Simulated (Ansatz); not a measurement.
Basis-set extrapolation for CH5AlFNO (PBE0-D4/def2-TZVP geometry, frozen core, Ansatz). Multiplicity 1, RHF reference.

|  | def2-TZVPP | def2-QZVPP |
| --- | --- | --- |
| HF | -511.606426 | -511.626085 |
| MP2 correlation | -0.950093 | -1.026171 |
| CCSD(T) correlation | -1.011612 | not run |

Energies in hartree. Use E(X) = E(∞) + A·exp(−7.88·√X) for Hartree–Fock and E(X) = E(∞) + B·X^(−2.97) for correlation, with X = 3 and 4, and add CCSD(T) minus MP2 of the smaller set to the MP2 limit.

Task: What is the CCSD(T) energy at the basis-set limit?

Result: HF limit: -511.626085 + (-0.019659) × 0.13774 = -511.62879. MP2 limit: -1.026171 + (-0.076078) × 0.74074 = -1.08253. Higher-order term: -1.011612 − (-0.950093) = -0.06152. Total: -512.77284 hartree, 4.21 eV below CCSD(T)/def2-TZVPP.
